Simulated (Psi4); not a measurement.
A dimer, COS ··· H2Se (SMILES O=C=S and [SeH2]); the first 3 atoms form monomer A.

```
6

O     -1.2911    -0.0052     0.0000
C     -0.1355    -0.0005     0.0000
S      1.4266     0.0057     0.0000
Se    -3.1904    -1.5114     1.3201
H     -4.4619    -2.0526     1.8226
H     -3.8990    -0.5128     0.5059
```

Question: What interaction energy does SAPT0/jun-cc-pVDZ, frozen core (Psi4) give, and which attractive term is the largest?

Answer: Total 4.19 kJ/mol: electrostatics -19.45, exchange 40.28, induction -5.22, dispersion -11.42. The most attractive term is electrostatics.
